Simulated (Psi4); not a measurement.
CS₂, charge -1, doublet, at a GFN2-xTB geometry (a state made from the parent by changing its charge; the spin is typed, not shown lowest) (a gas-phase anion, which may not be bound at this level); Psi4 1.11 with SCAN/STO-3G.

Psi4 was given this input:
```
memory 2 GB

molecule mol {
-1 2
S    -1.519240    0.084870    0.117005
C    -0.013470   -0.098380   -0.463280
S     1.524291   -0.047977    0.056725
}

set {
  basis sto-3g
  reference uks
}

energy('scan')
print_variables()
```

### Question
Predict the main parts of the log of this Psi4 run.

### Answer

```
   => Loading Basis Set <=

    Name: STO-3G
    Role: ORBITAL
    Keyword: BASIS

         ---------------------------------------------------------
                                   SCF
               by Justin Turney, Rob Parrish, Andy Simmonett
                          and Daniel G. A. Smith
                              UKS Reference
         ---------------------------------------------------------

  ==> Geometry <==

    Molecular point group: cs
    Full point group: Cs

    Geometry (in Angstrom), charge = -1, multiplicity = 2:

       Center              X                  Y                   Z               Mass
    ------------   -----------------  -----------------  -----------------  -----------------
         S           -0.132211918746     1.520366577934     0.000000000000    31.972071174400
         C            0.473545025750     0.013478041638     0.000000000000    12.000000000000
         S           -0.045522588287    -1.525425258642     0.000000000000    31.972071174400

  Running in cs symmetry.

  Rotational constants: A =      5.27045  B =      0.11358  C =      0.11118 [cm^-1]
  Rotational constants: A = 158004.04552  B =   3405.05643  C =   3333.22399 [MHz]
  Nuclear repulsion =  107.019067418043178

  Charge       = -1
  Multiplicity = 2
  Electrons    = 39
  Nalpha       = 20
  Nbeta        = 19

  ==> Algorithm <==

  SCF Algorithm Type is DF.
  DIIS enabled.
  MOM disabled.
  Fractional occupation disabled.
  Guess Type is SAD.
  Energy threshold   = 1.00e-06
  Density threshold  = 1.00e-06
  Integral threshold = 1.00e-12

  ==> Primary Basis <==

  Basis Set: STO-3G
    Blend: STO-3G
    Number of shells: 13
    Number of basis functions: 23
    Number of Cartesian functions: 23
    Spherical Harmonics?: true
    Max angular momentum: 1

  ==> DFT Potential <==

   => LibXC <=

    Version 7.1.2
    S. Lehtola, C. Steigemann, M. J. T. Oliveira, and M. A. L. Marques,  SoftwareX 7, 1–5 (2018) (10.1016/j.softx.2017.11.002)

   => Composite Functional: SCAN <=

    SCAN Meta-GGA XC Functional  (10.1103/PhysRevLett.115.036402)
    J. Sun, A. Ruzsinszky, J. P. Perdew  Phys. Rev. Lett. 115, 036402, 2015

    Deriv               =              1
    GGA                 =           TRUE
    Meta                =           TRUE

    Exchange Hybrid     =          FALSE
    MP2 Hybrid          =          FALSE

   => Exchange Functionals <=

    1.0000   XC_MGGA_X_SCAN

   => Correlation Functionals <=

    1.0000   XC_MGGA_C_SCAN

   => LibXC Density Thresholds  <==

    XC_MGGA_C_SCAN:  1.00E-15
    XC_MGGA_X_SCAN:  1.00E-15

   => Molecular Quadrature <=

    Radial Scheme          =       TREUTLER
    Pruning Scheme         =           NONE
    Nuclear Scheme         =       TREUTLER

    Blocking Scheme        =         OCTREE
    BS radius alpha        =              1
    Pruning alpha          =              1
    Radial Points          =             75
    Spherical Points       =            302
    Total Points           =          59184
    Total Blocks           =            527
    Max Points             =            256
    Max Functions          =             22
    Weights Tolerance      =       1.00E-15

   => Loading Basis Set <=

    Name: (STO-3G AUX)
    Role: JKFIT
    Keyword: DF_BASIS_SCF

  ==> Integral Setup <==

  SCF_SUBTYPE=INCORE selected. In-core MEM_DF algorithm will be used.
  Using in-core AOs.

  ==> MemDFJK: Density-Fitted J/K Matrices <==

    J tasked:                   Yes
    K tasked:                    No
    wK tasked:                   No
    Algorithm:                 Core
    Schwarz Cutoff:           1E-12
    Mask sparsity (%):      10.2079
    Fitting Condition:        1E-10

   => Auxiliary Basis Set <=

  Basis Set: (STO-3G AUX)
    Blend: DEF2-UNIVERSAL-JKFIT
    Number of shells: 101
    Number of basis functions: 331
    Number of Cartesian functions: 399
    Spherical Harmonics?: true
    Max angular momentum: 4

  Minimum eigenvalue in the overlap matrix is 2.8715416632E-01.
  Reciprocal condition number of the overlap matrix is 1.5415316457E-01.
    Using symmetric orthogonalization.

  ==> Pre-Iterations <==

  SCF Guess: Superposition of Atomic Densities via on-the-fly atomic UHF (no occupation information).

   -------------------------
    Irrep   Nso     Nmo
   -------------------------
     A'        18      18
     A"         5       5
   -------------------------
    Total      23      23
   -------------------------

  ==> Iterations <==

                           Total Energy        Delta E     RMS |[F,P]|

   @DF-UKS iter SAD:  -824.41770382000698   -8.24418e+02   0.00000e+00
   @DF-UKS iter   1:  -825.07427585117898   -6.56572e-01   2.92442e-03 DIIS/ADIIS
   @DF-UKS iter   2:  -825.07171082697869    2.56502e-03   5.54426e-03 DIIS/ADIIS
   @DF-UKS iter   3:  -825.07913627464802   -7.42545e-03   5.98226e-04 DIIS/ADIIS
   @DF-UKS iter   4:  -825.07926356982011   -1.27295e-04   1.35284e-04 DIIS/ADIIS
   @DF-UKS iter   5:  -825.07927951685690   -1.59470e-05   3.61547e-05 DIIS
   @DF-UKS iter   6:  -825.07928159809785   -2.08124e-06   8.21889e-06 DIIS
   @DF-UKS iter   7:  -825.07928171949595   -1.21398e-07   1.27564e-06 DIIS
   @DF-UKS iter   8:  -825.07928172313188   -3.63593e-09   8.74850e-08 DIIS
  Energy and wave function converged.

  ==> Post-Iterations <==

   Electrons on quadrature grid:
      Nalpha   =   20.0000005417 ; deviation = 5.417e-07
      Nbeta    =   19.0000006765 ; deviation = 6.765e-07
      Ntotal   =   39.0000012182 ; deviation = 1.218e-06

   @Spin Contamination Metric:   1.976046982E-03
   @S^2 Expected:                7.500000000E-01
   @S^2 Observed:                7.519760470E-01
   @S   Expected:                5.000000000E-01
   @S   Observed:                5.000000000E-01

    Orbital Energies [Eh]
    ---------------------

    Alpha Occupied:

       1Ap   -86.889287     2Ap   -86.889286     3Ap    -9.450666
       4Ap    -7.117883     5Ap    -7.117841     6Ap    -5.055654
       7Ap    -5.055600     1App   -5.043037     2App   -5.042883
       8Ap    -5.041307     9Ap    -5.041233    10Ap    -0.386101
      11Ap    -0.277361    12Ap    -0.059542    13Ap     0.048659
      14Ap     0.076978     3App    0.084143     4App    0.196958
      15Ap     0.207464    16Ap     0.305114

    Alpha Virtual:

       5App    0.372553    17Ap     0.606413    18Ap     0.786461

    Beta Occupied:

       1Ap   -86.887563     2Ap   -86.887563     3Ap    -9.432203
       4Ap    -7.117241     5Ap    -7.117201     6Ap    -5.055065
       7Ap    -5.055004     1App   -5.043148     2App   -5.042996
       8Ap    -5.036291     9Ap    -5.036208    10Ap    -0.374325
      11Ap    -0.269217    12Ap    -0.041440    13Ap     0.058662
       3App    0.093421    14Ap     0.122468     4App    0.202189
      15Ap     0.223757

    Beta Virtual:

      16Ap     0.381299     5App    0.390479    17Ap     0.629378
      18Ap     0.818053

    Final Occupation by Irrep:
             Ap   App
    DOCC [    15,    4 ]
    SOCC [     1,    0 ]
    NA   [    16,    4 ]
    NB   [    15,    4 ]

  @DF-UKS Final Energy:  -825.07928172313188

   => Energetics <=

    Nuclear Repulsion Energy =            107.0190674180431785
    One-Electron Energy =               -1372.0930850620234196
    Two-Electron Energy =                 497.6466242360780825
    DFT Exchange-Correlation Energy =     -57.6518883152297832
    Empirical Dispersion Energy =           0.0000000000000000
    VV10 Nonlocal Energy =                  0.0000000000000000
    Total Energy =                       -825.0792817231318850

  UHF NO Occupations:
  HONO-2 :    4App 1.9996755
  HONO-1 :   15 Ap 1.9995367
  HONO-0 :   16 Ap 1.0000000
  LUNO+0 :   17 Ap 0.0004633
  LUNO+1 :    5App 0.0003245
  LUNO+2 :   18 Ap 0.0002004

Computation Completed

Properties will be evaluated at   0.000000,   0.000000,   0.000000 [a0]

Properties computed using the SCF density matrix

 Multipole Moments:

 ------------------------------------------------------------------------------------
     Multipole            Electronic (a.u.)      Nuclear  (a.u.)        Total (a.u.)
 ------------------------------------------------------------------------------------

 L = 1.  Multiply by 2.5417464519 to convert [e a0] to [Debye]
 Dipole X            :         -0.2047153           -0.0046902           -0.2094056
 Dipole Y            :         -0.0058303           -0.0001335           -0.0059638
 Dipole Z            :          0.0000000            0.0000000            0.0000000
 Magnitude           :                                                    0.2094905

 ------------------------------------------------------------------------------------

  Variable Map:
  ----------------------------------------------------------------------------
  "CURRENT ENERGY"              =>    -825.079281723132
  "CURRENT REFERENCE ENERGY"    =>    -825.079281723132
  "DD SOLVATION ENERGY"         =>       0.000000000000
  "DFT FUNCTIONAL TOTAL ENERGY" =>    -825.079281723132
  "DFT TOTAL ENERGY"            =>    -825.079281723132
  "DFT VV10 ENERGY"             =>       0.000000000000
  "DFT XC ENERGY"               =>     -57.651888315230
  "GRID ELECTRONS ALPHA"        =>      20.000000541721
  "GRID ELECTRONS BETA"         =>      19.000000676525
  "GRID ELECTRONS TOTAL"        =>      39.000001218247
  "NUCLEAR REPULSION ENERGY"    =>     107.019067418043
  "ONE-ELECTRON ENERGY"         =>   -1372.093085062023
  "PCM POLARIZATION ENERGY"     =>       0.000000000000
  "PE ENERGY"                   =>       0.000000000000
  "SCF ITERATION ENERGY"        =>    -825.079281723132
  "SCF ITERATIONS"              =>       8.000000000000
  "SCF TOTAL ENERGY"            =>    -825.079281723132
  "TWO-ELECTRON ENERGY"         =>     497.646624236078
  "XC GRID RADIAL POINTS"       =>      75.000000000000
  "XC GRID SPHERICAL POINTS"    =>     302.000000000000
  "XC GRID TOTAL POINTS"        =>   59184.000000000000

  Array Variable Map:
  ----------------------------------------------------------------------------
  "CURRENT DIPOLE"              =>      -0.209405559582 ... 0.000000000000 1 by 3
  "SCF DIPOLE"                  =>      -0.209405559582 ... 0.000000000000 1 by 3
  "SCF TOTAL ENERGIES"          =>    -824.417703820007 ... -825.079281723132 1 by 9
```
